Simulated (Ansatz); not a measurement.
Molecule: C$_{3}$H$_{3}$N$_{2}$, net charge 0, doublet state. It need not be the lowest isomer of its formula. SMILES: c1c[nH]n[c]1
Geometry: optimised at B3LYP-D3(BJ)/def2-TZVP (Ansatz, an electronic-structure program).

Wanted: atomisation energy (electronic, to ground-state atoms), in eV. Valence correlation only, unless marked. Open shells are spin-unrestricted. Spin-orbit coupling is left out. Non-relativistic. The coupled-cluster limit lacks core correlation, which all-electron functionals hold. CBS marks a two-point X^-3 extrapolation of the correlation energy; Hartree-Fock from the larger set (for Q and 5 zeta extrapolated as (X+1)exp(-9√X)).

The UHF reference is spin-contaminated (<S^2> 0.19 over the pure value in the largest basis). 

```tsv
level	program	atomisation energy (eV)
SVWN5/def2-TZVPD	Ansatz	42.61
PBE0/def2-TZVPD	Ansatz	36.14
r2SCAN0/def2-TZVPD	Ansatz	___
CCSD/cc-pVTZ	Ansatz	32.97
CCSD(T)/CBS(cc-pVQZ,cc-pV5Z)	Ansatz	___
```

Problem. What belongs in the gaps?

Solution. 
- r2SCAN0/def2-TZVPD, atomisation energy (eV): 34.72
- CCSD(T)/CBS(cc-pVQZ,cc-pV5Z), atomisation energy (eV): 35.18
